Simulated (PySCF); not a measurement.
Geometry:
```tsv
atom	x (Å)	y (Å)	z (Å)
C1	3.735	0.367	0.384
C2	2.872	-0.101	-0.522
C3	1.793	-1.101	-0.281
B4	0.294	-0.543	-0.230
C5	0.038	0.956	-0.045
C6	-1.155	1.629	0.045
C7	-2.485	1.123	-0.006
C8	-2.933	-0.166	-0.150
C9	-2.198	-1.377	-0.292
C10	-0.841	-1.571	-0.329
H11	3.731	0.008	1.419
H12	4.479	1.125	0.125
H13	2.928	0.303	-1.542
H14	1.836	-1.900	-1.045
H15	1.961	-1.616	0.685
H16	0.923	1.602	0.032
H17	-1.106	2.717	0.178
H18	-3.268	1.883	0.087
H19	-4.021	-0.286	-0.157
H20	-2.834	-2.267	-0.385
H21	-0.549	-2.624	-0.452
```

Theoretical values (PySCF 2.14.0 with density-fitted response routines): structure optimised with PBE0-D3(BJ)/def2-SVP, shielding tensors at PBE0/pcSseg-1 (GIAO). One conformer, no relativistic terms, in vacuum, equivalent nuclei averaged.

Scale: ¹³C, ¹H vs TMS; BF3·OEt2 for ¹¹B (reference shieldings calculated alike).

| atoms | nucleus | count | Hirshfeld charge | δ (ppm) |
| --- | --- | --- | --- | --- |
| H18/H19 | ¹H | 2 | 0.05 | ? |
| C5/C10 | ¹³C | 2 | -0.10 | 161.8 |
| H13 | ¹H | 1 | 0.04 | 6.28 |
| C6/C9 | ¹³C | 2 | -0.02 | ? |
| H12 | ¹H | 1 | 0.04 | ? |
| H11 | ¹H | 1 | 0.04 | ? |
| H14/H15 | ¹H | 2 | 0.04 | 2.56 |
| C3 | ¹³C | 1 | -0.14 | 36.7 |
| C1 | ¹³C | 1 | -0.12 | 120.5 |
| H17/H20 | ¹H | 2 | 0.05 | 8.03 |
| C2 | ¹³C | 1 | -0.03 | 149.6 |
| B4 | ¹¹B | 1 | 0.12 | 49.9 |
| C7/C8 | ¹³C | 2 | -0.03 | 142.6 |
| H16/H21 | ¹H | 2 | 0.04 | 8.19 |

Question: Complete the table.

Answer: 
- C6/C9: 153.9 ppm, alkene CH; an sp2 carbon of a C=C bond
- H18/H19: 7.42 ppm, hydrogen on an alkene CH; attached to an sp2 carbon and in the plane of the double bond
- H12: 5.40 ppm, hydrogen on a terminal =CH2 carbon; olefinic region
- H11: 5.27 ppm, hydrogen on a terminal =CH2 carbon; attached to an sp2 carbon and in the plane of the double bond

A carbon bonded to boron is broadened by the quadrupolar boron nucleus and is often missing from a measured spectrum. Shifts are as computed. Against solution values, carbons near 30 ppm lie about +2 ppm off and those near 130 ppm about +5 ppm. Of 1309 compounds with measured shifts, 239 miss one by over three times the rms of a fit or turn the order of signals round; such compounds aren't used in these exercises.
